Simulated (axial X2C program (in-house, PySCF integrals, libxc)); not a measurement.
**Potential curves of SnP, 2c**

All values were computed with an in-house relativistic program for diatomic molecules. Two-component (2c) means X2C with spin–orbit coupling and atomic mean-field two-electron Coulomb and Gaunt terms. Basis: Sn dyall-cv3z [11s12p9d4f1g], P dyall-v3z [8s7p2d1f] (cores contracted in-house); Gaussian nuclei, density fitting, unrestricted open shells. Masses: Sn 119.902 u, P 30.974 u.

State: Ω = 3/2 (⟨Sz⟩ = 0.50, ⟨Lz⟩ = 1.00 at HF). Energies in kJ/mol from the lowest point of each curve. Fits are polynomials in 1 − R0/R over 0.85 to 1.23 times the lowest point R0.

```tsv
R (Å)	CCSD	HF	CCSD(T)
2.0480		128.14	
2.1421	36.86	65.48	37.83
2.2128	13.31	35.94	13.68
2.2834	2.19	16.89	2.18
2.3540	0.00	5.66	0.00
2.4364	5.15	0.00	5.79
2.5188	15.52	0.32	17.38
2.6247	32.87	6.91	36.73
2.7542		20.74
```

Correlated methods: 19 electrons correlated (number of frozen shells: Sn 4 s, 3 p, 1 d; P 2 s, 1 p), 229 virtual spin orbitals or spinors in MP2, 140 natural virtuals in coupled cluster.

One determinant describes the state; a PBE0 search over occupations chose it and may have missed a lower one. CCSD and (T) use frozen natural virtuals with an MP2 correction for the truncation; (T) itself is uncorrected, so its De runs slightly low. PBE0 can misorder states that lie within some tenths of an eV, so this need not be the ground state of the molecule. The nearest other 2c determinant of the search, Ω = 1/2, lies 0.11 eV up at the distance of the search. The determinant is spin-polarised beyond a pure state at some levels (its spin-free form has ⟨S²⟩ too high), which makes Re and μ there less reliable. The T1 diagnostic is large, a sign of multireference character. The stretched end of a curve changes character and is left out. Coupled cluster ran on the points near the minimum only. MP2 and coupled cluster on one determinant become unreliable at the stretched end.

(1) Fit the CCSD curve near its minimum: give the equilibrium distance and the harmonic wavenumber.

(2) Fit the HF curve near its minimum: give the equilibrium distance and the harmonic wavenumber.

(3) Fit the CCSD(T) curve near its minimum: give the equilibrium distance and the harmonic wavenumber.

Results:

(1) At CCSD, 2c: Re = 2.339 Å, ωe ≈ 391 cm⁻¹; Be follows as 0.125 cm⁻¹.

(2) At HF, 2c: Re = 2.472 Å, ωe ≈ 296 cm⁻¹; Be follows as 0.112 cm⁻¹.

(3) At CCSD(T), 2c: Re = 2.338 Å, ωe ≈ 407 cm⁻¹; Be follows as 0.125 cm⁻¹.
